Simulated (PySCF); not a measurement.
Compound: C6H6BBr.
SMILES with atom numbers: `[Br:1][C:2]1=[CH:3][CH:4]=[CH:5][BH:6][CH:7]=[CH:8]1` (hydrogens: H9 on C3; H10 on C4; H11 on C5; H12 on B6; H13 on C7; H14 on C8)

A GFN2-xTB structure was refined with PBE0-D3(BJ)/def2-SVP geometry optimisation, gas phase (PySCF 2.14.0). Its GFN2-xTB values:

```json
{"coordinate": "Br1–C2", "GFN2-xTB": "1.902 Å"}
{"coordinate": "C2=C3", "GFN2-xTB": "1.375 Å"}
{"coordinate": "C2–C8", "GFN2-xTB": "1.432 Å"}
{"coordinate": "C3–C4", "GFN2-xTB": "1.406 Å"}
{"coordinate": "C3–H9", "GFN2-xTB": "1.071 Å"}
{"coordinate": "C4=C5", "GFN2-xTB": "1.343 Å"}
{"coordinate": "C4–H10", "GFN2-xTB": "1.122 Å"}
{"coordinate": "C5–B6", "GFN2-xTB": "1.526 Å"}
{"coordinate": "C5–H11", "GFN2-xTB": "1.085 Å"}
{"coordinate": "B6–C7", "GFN2-xTB": "1.527 Å"}
{"coordinate": "B6–H12", "GFN2-xTB": "1.184 Å"}
{"coordinate": "C7=C8", "GFN2-xTB": "1.365 Å"}
{"coordinate": "C7–H13", "GFN2-xTB": "1.049 Å"}
{"coordinate": "C8–H14", "GFN2-xTB": "1.065 Å"}
{"coordinate": "Br1–C2–C3", "GFN2-xTB": "115.0°"}
{"coordinate": "Br1–C2–C8", "GFN2-xTB": "112.3°"}
{"coordinate": "C2–C3–C4", "GFN2-xTB": "127.0°"}
{"coordinate": "C2–C8–C7", "GFN2-xTB": "126.7°"}
{"coordinate": "C3–C2–C8", "GFN2-xTB": "132.7°"}
{"coordinate": "C3–C4–C5", "GFN2-xTB": "132.6°"}
{"coordinate": "C4–C5–B6", "GFN2-xTB": "127.4°"}
{"coordinate": "C5–B6–C7", "GFN2-xTB": "124.1°"}
{"coordinate": "Br1–C2–C3–C4", "GFN2-xTB": "-179°"}
{"coordinate": "C2–C3–C4–C5", "GFN2-xTB": "-1°"}
```

Q: How do these coordinates change at the PBE0-D3(BJ)/def2-SVP level?

A: 
| coordinate | PBE0-D3(BJ)/def2-SVP (Å or °) | change |
| --- | --- | --- |
| C7–H13 | 1.097 | +0.048 |
| C4=C5 | 1.375 | +0.032 |
| C8–H14 | 1.095 | +0.030 |
| B6–H12 | 1.213 | +0.029 |
| C4–H10 | 1.097 | -0.025 |
| C3–H9 | 1.093 | +0.022 |
| C3–C4 | 1.419 | +0.013 |
| C5–H11 | 1.097 | +0.012 |
| C7=C8 | 1.372 | +0.007 |
| C2–C8 | 1.425 | -0.007 |
| B6–C7 | 1.530 | +0.003 |
| C5–B6 | 1.524 | -0.002 |
| Br1–C2 | 1.903 | +0.001 |
| C2=C3 | 1.376 | +0.001 |
| C2–C3–C4 | 129.7 | +2.7 |
| C3–C4–C5 | 130.1 | -2.5 |
| C3–C2–C8 | 130.4 | -2.3 |
| Br1–C2–C8 | 114.0 | +1.7 |
| C2–C8–C7 | 128.3 | +1.6 |
| C4–C5–B6 | 128.2 | +0.8 |
| C5–B6–C7 | 123.5 | -0.6 |
| Br1–C2–C3 | 115.6 | +0.6 |
| C2–C3–C4–C5 | 0 | +1 |
| Br1–C2–C3–C4 | 180 | -1 |

The energy falls by 14.8 kJ/mol over 7 energy and gradient evaluations, the largest force component goes from 0.0500 to 1.1e-04 Eh/bohr, and the atoms move by 0.027 Å rms after alignment. The bond that changes most is C7–H13 (unsaturated ring CH carbon to vinylic hydrogen), which lengthens by 0.048 Å. Bonds longer at the end by more than 0.005 Å: 8 of 14; shorter: 2. Rotational constants go from 3578, 789.3, 646.7 to 3570, 776.0, 637.4 MHz.

The run used 160 basis functions and 46 SCF cycles in all.

Whether it is a minimum is left open (no frequencies).
